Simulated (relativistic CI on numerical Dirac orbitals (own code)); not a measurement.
# One change at a time: Ge XIII

Base calculation: Dirac-Coulomb-Breit CI, KLI orbitals optimised for each configuration, model QED, unscaled Slater integrals.

CI space (outside the closed core [Ne]): 3s2.3p6.3d2, 3s2.3p5.3d3, 3s.3p6.3d3, 3s2.3p6.3d.4s, 3s2.3p6.3d.4p, 3s2.3p6.3d.4d, 3s2.3p6.4s2, 3s2.3p6.3d.4f, 3s2.3p6.4s.4p, 3s2.3p5.3d2.4s, 3s2.3p6.4p2, 3s2.3p6.3d.5s, 3p6.3d4, 3p5.3d5. Double excitations out of closed p, d and f shells are left out; levels of such configurations are missing from the list, as are those of other unlisted configurations, and high levels can miss mixing partners. These lack a partner that the ground configuration has and come out too high: 3s2.3p5.3d2.4s.

Variants: (1) P86 correlation estimate; (2) configuration mixing switched off; (3) only the first 3 configurations. Shifts of the energy above 3s2.3p6.3d2 3F_2, in cm⁻¹, for the lowest level and the first level of each name with at least 55 % of one term (blank where a level changes its place among those of its configuration and J or its character, or is not in the variant):

```tsv
Level	Base	Δ(1)	Δ(2)	Δ(3)
3s2.3p6.3d2 3F_2	0	0	0	0
3s2.3p6.3d2 3F_3	4841	0	-20	+4
3s2.3p6.3d2 3F_4	10272	0	-6	+11
3s2.3p6.3d2 1D_2	33904	+4	+1950	+41
3s2.3p6.3d2 3P_0	37083	+5	+2625	+47
3s2.3p6.3d2 3P_1	39079	+5	+2631	+31
3s2.3p6.3d2 3P_2	43901	+4	+2461	+35
3s2.3p6.3d2 1G_4	53731	+1	+644	-22
3s2.3p6.3d2 1S_0	125369	+5	+1380	+2349
3s2.3p5.3d3 5S°_2	598700	+1055	-1378	-385
3s2.3p5.3d3 5D°_2	600374	+1054	-1399	-406
3s2.3p5.3d3 5D°_3	600791	+1054	-1403	-409
3s2.3p5.3d3 5D°_1	601084	+1054	-1398	-405
3s2.3p5.3d3 5D°_0	602039	+1055	-1398	-405
3s2.3p5.3d3 5D°_4	603135	+1054	-1403	-410
3s2.3p5.3d3 5F°_5	613635	+1054	-1418	-424
3s2.3p5.3d3 5F°_1	617121	+1054	-1400	-406
3s2.3p5.3d3 5F°_2	618358	+1054	-1397	-404
3s2.3p5.3d3 5G°_6	628962	+1054	-1432	-439
3s2.3p5.3d3 5G°_5	636908	+1054	-1427	-434
3s2.3p5.3d3 5G°_4	641760	+1054	-1414	-421
3s2.3p5.3d3 3F°_2	642317	+1055	-1323	-330
```

At this charge energies of transitions that change n are usually good to better than 1 %, and those within a shell (Δn = 0) to a few per cent. Terms inside the open d or f shell come out 10 to 20 % too wide with unscaled integrals.

Ionisation energy from the two ground configurations alone: base 366.828 eV; P86 correlation estimate 368.446 eV. The NIST ASD value (theoretical) is 367 eV.

LS names give the leading component of a level, which can be under half, so a name can repeat, a term be missing and a line seem to break the LS rules.
